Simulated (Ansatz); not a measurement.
Cost and result for the atomization energy of C₂H₅Cl₂Ga, SMILES `ClC(Cl)[CH2][GaH2]` (10 atoms, 9 bonds).

Cartesian coordinates in Å:
```
Cl -0.695 2.083 0.970
C -1.073 0.474 0.345
Cl -0.795 -0.761 1.660
C -0.208 0.088 -0.819
Ga 1.461 -0.669 0.005
H -2.148 0.451 0.179
H -0.708 -0.708 -1.377
H -0.066 0.942 -1.482
H 2.404 0.260 0.841
H 1.826 -2.160 -0.321
```

Charge 0, multiplicity 1. Correlated methods include outer-core shells of Ga, which these sets cover unevenly. Scalar relativity is left out up to krypton. Geometry: relaxed with PBE0-D4/def2-TZVP. It is one conformer, not always the lowest. Program: Ansatz. All runs use 4 threads of an Arm Neoverse V1 on a shared host. Times are those of one run each, without the atoms' runs, and a repeat can differ threefold. Electronic energies, without spin–orbit coupling; frozen cores. CCSD(T)/CBS adds CCSD(T) − MP2 in def2-TZVPP to the MP2 limit, and its time is that of the two runs behind it. T1 = 0.011. With those shells the extrapolation isn't a true limit. B3LYP takes the VWN-RPA correlation (the form of Gaussian; ORCA's B3LYP/G).

CCSD(T)/CBS is a level of theory with its own doubt, some kJ/mol a heavy atom from the limit and from the frozen cores, so smaller differences don't rank the functionals.

```json
{"level": "LDA (SPW92)/def2-TZVPP", "functions": "264", "wall time": "2.3 s"}
{"level": "BLYP-D4/def2-TZVPP", "functions": "264", "wall time": "3.3 s"}
{"level": "BHLYP-D4/def2-TZVPP", "functions": "264", "wall time": "7 s"}
{"level": "r2SCAN-D4/def2-TZVPP (with forces)", "functions": "264", "wall time": "8.5 s"}
{"level": "B3LYP-D4/def2-TZVPP (with forces)", "functions": "264", "wall time": "9.5 s"}
{"level": "PBE-QIDH/def2-TZVPP", "functions": "264", "wall time": "9.5 s"}
{"level": "r2SCANh-D4/def2-TZVPP", "functions": "264", "wall time": "11 s"}
{"level": "CCSD(T)/def2-SVP", "functions": "121", "wall time": "11 s"}
{"level": "ωB97X-V/def2-TZVPP", "functions": "264", "wall time": "14 s"}
{"level": "B97M-V/def2-TZVPP", "functions": "264", "wall time": "17 s"}
{"level": "MP2/def2-QZVPP", "functions": "493", "wall time": "48 s"}
{"level": "CCSD(T)/def2-TZVPP", "functions": "264", "wall time": "5.7 min"}
{"level": "CCSD(T)/CBS(def2)", "functions": "–", "wall time": "6.5 min"}
```

(1) What atomization energy does each give, and how far from CCSD(T)/CBS? (Best estimate.)

Results:

(1) The calculation gave: 
| level | atomization (kJ/mol) | difference from CCSD(T)/CBS | per bond |
| --- | --- | --- | --- |
| LDA (SPW92)/def2-TZVPP | 3648.7 | 490.5 | 54.5 |
| BLYP-D4/def2-TZVPP | 3102.4 | -55.8 | -6.2 |
| BHLYP-D4/def2-TZVPP | 3042.6 | -115.6 | -12.8 |
| r2SCAN-D4/def2-TZVPP (with forces) | 3172.9 | 14.7 | 1.6 |
| B3LYP-D4/def2-TZVPP (with forces) | 3118.8 | -39.4 | -4.4 |
| PBE-QIDH/def2-TZVPP | 3157.1 | -1.1 | -0.1 |
| r2SCANh-D4/def2-TZVPP | 3154.8 | -3.4 | -0.4 |
| CCSD(T)/def2-SVP | 2983.9 | -174.3 | -19.4 |
| ωB97X-V/def2-TZVPP | 3163.9 | 5.7 | 0.6 |
| B97M-V/def2-TZVPP | 3175.7 | 17.5 | 1.9 |
| MP2/def2-QZVPP | 3186.8 | 28.6 | 3.2 |
| CCSD(T)/def2-TZVPP | 3082.8 | -75.4 | -8.4 |
| CCSD(T)/CBS(def2) | 3158.2 | 0.0 | 0.0 |

The D4 term adds +48.8 kJ/mol with B3LYP and +25.3 kJ/mol with PBE0; it sums over pairs of atoms, weighted by their polarisabilities, and B3LYP, whose exchange is more repulsive, gets the larger term. In def2-TZVPP, CCSD(T) changes the Hartree–Fock value by +823.6 kJ/mol (the triples alone add +57.6 kJ/mol) and MP2 by +883.7 kJ/mol; breaking electron pairs costs correlation energy, which Hartree–Fock lacks. From PBE to PBE0 (25 % exact exchange), in def2-TZVPP and without D4, the atomization energy moves by −39.8 kJ/mol: exact exchange takes away binding that semilocal exchange gives to molecules.
